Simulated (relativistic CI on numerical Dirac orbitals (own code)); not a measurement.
What each ingredient does to the levels of Sm50+

Base calculation: Dirac-Coulomb-Breit CI, KLI orbitals optimised for each configuration, model QED, unscaled Slater integrals.

CI space (outside the closed core [Ne]): 3s2, 3s.3p, 3p2, 3s.3d, 3d2, 3p.3d, 3p.4s, 3d.4s, 3s.4s, 3s.4p, 3s.4d, 3s.4f, 3s.5s, 3s.5p, 3s.5d, 3s.5f. Levels of other configurations are missing.

Variants: (1) P86 correlation estimate; (2) Breit term removed; (3) one mean potential for all configurations. Shifts of the energy above 3s2 1S_0, in eV, for the lowest level and the first level of each name with at least 55 % of one term (blank where a level changes its place among those of its configuration and J or its character, or is not in the variant):

| Level | Base | Δ(1) | Δ(2) | Δ(3) |
| --- | --- | --- | --- | --- |
| 3s2 1S_0 | 0.000 | 0.000 | 0.000 | 0.000 |
| 3s.3p 3P°_0 | 105.891 | +0.178 | -2.225 | +0.124 |
| 3s.3p 3P°_1 | 117.627 | +0.178 | -2.008 | +0.125 |
| 3p2 3P_0 | 254.921 | +0.335 | -4.435 | +0.280 |
| 3s.3p 3P°_2 | 266.495 | +0.178 | -0.005 | +0.123 |
| 3s.3p 1P°_1 | 297.455 | +0.178 | -0.118 | +0.129 |
| 3p2 1D_2 | 403.261 | +0.300 | -1.672 | +0.233 |
| 3p2 3P_1 | 404.413 | +0.338 | -2.376 | +0.260 |
| 3s.3d 3D_1 | 438.795 | +0.066 | +0.709 | +0.076 |
| 3s.3d 3D_2 | 446.465 | +0.086 | +0.820 | +0.089 |
| 3s.3d 3D_3 | 475.124 | +0.066 | +2.163 | +0.071 |
| 3s.3d 1D_2 | 489.389 | +0.095 | +1.608 | +0.090 |
| 3p.3d 3F°_2 | 553.317 | +0.188 | -1.298 | +0.271 |
| 3p2 3P_2 | 573.357 | +0.326 | -0.093 | +0.241 |

At this charge energies of transitions that change n are usually good to better than 1 %, and those within a shell (Δn = 0) to a few per cent.

Ionisation energy from the two ground configurations alone: base 4548.25 eV; P86 correlation estimate 4549.3 eV; Breit term removed 4551.57 eV. The NIST ASD value (theoretical) is 4548 eV.

LS names give the leading component of a level, which can be under half, so a name can repeat, a term be missing and a line seem to break the LS rules.
